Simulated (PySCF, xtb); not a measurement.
AlBr3, SMILES [Br][Al]([Br])[Br].

Harmonic wavenumbers (cm⁻¹) from xtb with GFN2-xTB at its own minimum, in rising order: 74, 74, 169, 240, 545, 545.

What does B3LYP-D3(BJ)/def2-SVP run with PySCF 2.14.0 give at its own minimum? (An estimate is asked for; the answer gives what the named calculation found.)

92, 92, 171, 230, 510, 510. Paired by order, the mean absolute difference is 20 cm⁻¹ and the zero-point energies are 2.4 and 2.3 kcal/mol.
